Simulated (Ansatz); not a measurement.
`C[CH2][SbH2]`. Charge 0, multiplicity 1. Sb takes the def2 core potential.

Z-matrix (Å, degrees):
```
C
C 1 1.516
H 1 1.092 2 111.4
H 1 1.095 2 111.2 3 120.1
H 1 1.092 2 111.4 3 -119.8
Sb 2 2.169 1 115.3 3 59.9
H 2 1.093 1 111.5 3 -179.6
H 2 1.093 1 111.5 3 -60.6
H 6 1.712 2 93.6 1 -45.6
H 6 1.712 2 93.6 1 45.8
```

Question: List the harmonic frequencies (cm⁻¹, unscaled) at PBE0-D4/def2-TZVP in Ansatz. (Estimate.)

Answer: The calculation gave: 120, 234, 238, 479, 535, 641, 742, 834, 980, 984, 1066, 1228, 1260, 1404, 1455, 1488, 1489, 1946, 1952, 3035, 3063, 3104, 3104, 3131.

Question: Is this a minimum?

Answer: Yes, all 24 modes are real.

Question: Give the ideal-gas thermochemistry at 298.15 K and 1 bar (rigid rotor, harmonic oscillator; point group Cs, symmetry number 1).

Answer: Zero-point energy 206.4 kJ/mol; H(298) − E = 223.2 kJ/mol; entropy 315.2 J/(mol·K), of which translation 171.6, rotation 104.8, vibration 38.8; G(298) − E = 129.2 kJ/mol.

Question: And at 400, 500, 600, 800 and 1000 K?

Answer: 
```
T (K)  H − E (kJ/mol)  S (J/mol/K)  G − E (kJ/mol)
  400           232.7        342.5            95.7
  500           243.9        367.3            60.2
  600           256.5        390.4            22.3
  800           285.6        432.0           -60.0
 1000           318.6        468.7          -150.2
```
